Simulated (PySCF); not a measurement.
Molecule: H7ClO5Si3, SMILES O[Si](O)(O)O[SiH2]O[SiH2]Cl. Atoms near the plane z = 0.0 Å, at the GFN2-xTB optimised geometry (x, y, z in Å): Si1 (1.0, -3.2, 0.0), Cl2 (3.0, -3.2, 0.0), O3 (0.5, -1.7, 0.0), Si4 (0.7, -0.1, 0.0), O5 (-0.8, 0.4, 0.0), Si6 (-1.6, 1.9, 0.1), O7 (-0.6, 2.9, -0.6), O9 (-3.0, 1.7, -0.6), H14 (-0.7, 3.9, -0.4).

Computed with PBE0/def2-TZVP (PySCF 2.14.0). Cells within 0.4 Å of a nucleus heavier than hydrogen are left out (blank, or x). The values are rescaled to run from 0 to 1.

```
|33333333333333333333333333333|
|33333333333333333333333333333|
|33333333333333333333333333333|
|33333333333344433333333333333|
|33333333333344444333333333333|
|33333333333345444333333333333|
|33334444333356544433333333333|
|33344444433357544433333333333|
|33444555433345544433333333333|
|3344457643x344444433333333333|
|3344455312xx33333444333333333|
|33344320013332233444433333333|
|33333321124520223444443333333|
|333333322359xx123444443333333|
|333333333458943xx444443333333|
|3333333334455433x444443333333|
|33333333344444333444433333333|
|33333333344443323344333333333|
|333333333334333xx333333333333|
|33333333333333444433333333333|
|33333333333333444433333333333|
|3333333333333333xx333x3333333|
|3333333333333333xx344x4433333|
|33333333333333333344444433333|
|33333333333333333334444433333|
|33333333333333333334444433333|
|33333333333333333333333333333|
|33333333333333333333333333333|
|33333333333333333333333333333|
```
Scale: ten equal steps from 0.000 (start of '0') to 1.00 (end of '9'), in the order '0123456789'; x runs from -6.00 to 6.00, y from -6.00 (bottom) to 6.00 (top).

Which quantity is mapped?
(A) Laplacian of the electron density
(B) log10 of the electron density
(C) an orbital amplitude
(D) deformation density (molecule minus spherical neutral atoms)

C, an orbital amplitude. In full: HOMO−1 amplitude (bohr^(-3/2)).
